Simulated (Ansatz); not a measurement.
InNH3 (SMILES [NH2][InH]): the energy to break a bond

InNH3: 5 atoms, total charge 0, spin state doublet. SMILES: `[NH2][InH]`. The shape was relaxed beforehand at wB97X-V/def2-SVP. This is one conformer, not always the lowest.

```xyz
5

N    -0.1783   -0.7750    0.1637
In    0.8160    0.9833    0.3417
H    -0.9169   -0.9477   -0.5130
H    -0.0156   -1.5951    0.7388
H     0.3447    2.2606   -0.7727
```

Wanted: the dissociation energy of the H5–In2 bond into doublet H and singlet InNH2 (shapes relaxed at wB97X-V/def2-SVP, no zero-point term). 1 Eh = 2625.50 kJ/mol = 27.2114 eV. Totals in Eh; open shells run unrestricted unless said.

| level | program | InNH3 | doublet H | singlet InNH2 |
| --- | --- | --- | --- | --- |
| UB3LYP/def2-TZVPP (core potential) | Ansatz | -246.753571 | -0.502154 | -246.209109 |
| UB2PLYP/def2-TZVPP (core potential), 5 core orbitals frozen | Ansatz | -246.420352 | -0.498613 | -245.880369 |
| RPA@PBE/def2-TZVPP (core potential), 5 core orbitals frozen | Ansatz | -246.125669 | -0.517613 | -245.564764 |

Question: Work out the dissociation energy at each level.

Answer: 
1. UB3LYP/def2-TZVPP (core potential): (-0.502154) + (-246.209109) − (-246.753571) = 0.042308 Eh = 111.1 kJ/mol = 1.15 eV.
2. UB2PLYP/def2-TZVPP (core potential): (-0.498613) + (-245.880369) − (-246.420352) = 0.041370 Eh = 108.6 kJ/mol = 1.13 eV.
3. RPA@PBE/def2-TZVPP (core potential): (-0.517613) + (-245.564764) − (-246.125669) = 0.043292 Eh = 113.7 kJ/mol = 1.18 eV.

The levels span 109 to 114 kJ/mol; no measured value is set beside them. A fragment with an even electron count was run as a singlet and may have a lower triplet. A bond enthalpy at 298 K also holds the loss of zero-point energy and thermal terms.
